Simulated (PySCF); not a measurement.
Which determinant of TlIn⁺ lies lowest?

Unrestricted PBE0; Tl cc-pVDZ-PP with ECP60, In cc-pVDZ-PP with ECP28; scalar-relativistic core potentials (PySCF 2.14). Outer shells of the fragments: Tl 5d10 6s2 6p1; In+ 4d10 5s2.

Followed along the bond (rough minima from three points):

```json
{"2Ms+1": "2", "unpaired": "σ ↑", "⟨S²⟩ at the start": "0.76", "R at minimum (Å)": "3.64", "Te (eV)": "0.00"}
{"2Ms+1": "2", "unpaired": "π ↑", "⟨S²⟩ at the start": "0.75", "R at minimum (Å)": "3.26", "Te (eV)": "0.65"}
{"2Ms+1": "4", "unpaired": "σ ↑↑, π ↑", "⟨S²⟩ at the start": "3.75", "R at minimum (Å)": "2.93", "Te (eV)": "4.41"}
```

Solutions found at the starting distance of 2.920 Å, counted from the lowest of them; the search is not exhaustive and high or unbound solutions are not listed, so other states can lie among these:

```csv
2Ms+1,unpaired,term,E (eV),⟨S²⟩,⟨Lz²⟩,μ (D)
2,σ ↑,²Σ⁺,0.00,0.76,0.00,1.81
2,π ↑,²Π,0.28,0.75,1.00,1.86
4,"σ ↑↑, π ↑",⁴Π,3.95,3.75,1.00,1.65
4,"σ ↑, π ↑↑",⁴Σ⁻,4.44,3.75,0.00,1.14
2,"σ ↑↑, π ↓",mixed,4.61,1.75,1.00,2.21
4,"σ ↑, π ↑↑",mixed,6.17,3.76,2.01,3.52
```

A term symbol is given only where ⟨S²⟩ and ⟨Lz²⟩ are close to those of a pure state; real π, δ and φ orbitals otherwise mix terms. A positive dipole points towards In; it is taken about the centre of mass and depends on that origin.

**Question.** Compare the gap between the two lowest followed solutions at the starting distance with the gap between their minima.

**Answer.** At PBE0 the second solution (doublet, unpaired electrons π ↑) lies +0.28 eV from the first (doublet, unpaired electrons σ ↑) at 2.920 Å and +0.65 eV at the minima; the two curves relax by different amounts, since their minima lie near 3.26 and 3.64 Å.

These are scalar-relativistic numbers at best; spin–orbit coupling would shift them, the dissociation energy most. Counting both spins, an empty level lies below a filled one in some of these solutions, because spin and occupation are held.
